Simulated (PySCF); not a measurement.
A structure optimised at PBE-D3(BJ)/def2-SVP, used in a PySCF frequency run:

```
O
Si 1 1.6604
Al 1 1.7111 2 167.16
O 3 1.7055 1 121.22 2 0.00
C 4 1.4020 3 138.25 1 0.00
H 5 1.1136 4 110.55 3 120.76
H 5 1.1136 6 107.15 4 -120.54
H 5 1.1153 6 107.54 7 -115.36
H 2 1.5054 1 110.16 3 -119.97
H 2 1.5054 9 108.82 1 120.87
H 2 1.5083 9 108.41 10 117.72
H 3 1.5755 4 117.61 5 180.00
```
Charge 0, spin multiplicity 1.

Write its SMILES, formula and point group.

C[O][AlH][O][SiH3], CH₇AlO₂Si, Cs

What are its rotational constants (standard atomic weights)?

5.8034, 1.4437, 1.1812 GHz
